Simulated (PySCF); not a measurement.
C6H14, triplet, at the geometry of the source list (a higher spin typed on purpose: for a closed-shell molecule this is an excited state); CCSD(T)/STO-3G run with PySCF.

PySCF was given this input:
```python
from pyscf import gto, scf, cc

mol = gto.Mole()
mol.atom = '''
    C     2.83340000    0.85030000   -0.34240000
    C     1.82880000    0.00110000    0.42560000
    C     0.44440000    0.03160000   -0.21760000
    C    -0.56010000   -0.81700000    0.55810000
    C    -1.93330000   -0.90240000   -0.10840000
    C    -2.66640000    0.43210000   -0.15860000
    H     2.93620000    0.49080000   -1.36410000
    H     2.50950000    1.88830000   -0.37790000
    H     3.81090000    0.81330000    0.13320000
    H     2.18440000   -1.03130000    0.46810000
    H     1.75560000    0.36640000    1.45290000
    H     0.09860000    1.06580000   -0.26140000
    H     0.51550000   -0.34040000   -1.24290000
    H    -0.67420000   -0.40920000    1.56570000
    H    -0.15880000   -1.82930000    0.65710000
    H    -1.81730000   -1.29070000   -1.12340000
    H    -2.54310000   -1.61770000    0.44960000
    H    -2.74670000    0.86090000    0.83800000
    H    -3.67090000    0.29620000   -0.55390000
    H    -2.14660000    1.14120000   -0.79750000
'''
mol.basis = 'sto-3g'
mol.spin = 2
mol.verbose = 3
mol.build()

mf = scf.UHF(mol)
mf.kernel()

mycc = cc.CCSD(mf)
mycc.kernel()
et = mycc.ccsd_t()
print('E(CCSD(T)) = %.10f' % (mycc.e_tot + et))
```

### Question
Write the output that PySCF gives for this input, abridged.

### Answer

```
converged SCF energy = -231.996711265128  <S^2> = 2.0101029  2S+1 = 3.0067278
UCCSD not converged
E(UCCSD) = -232.4409643137727  E_corr = -0.4442530486444297
UCCSD(T) correction = -0.0191461277262307
E(CCSD(T)) = -232.4601104415
```

Convergence was not reached.
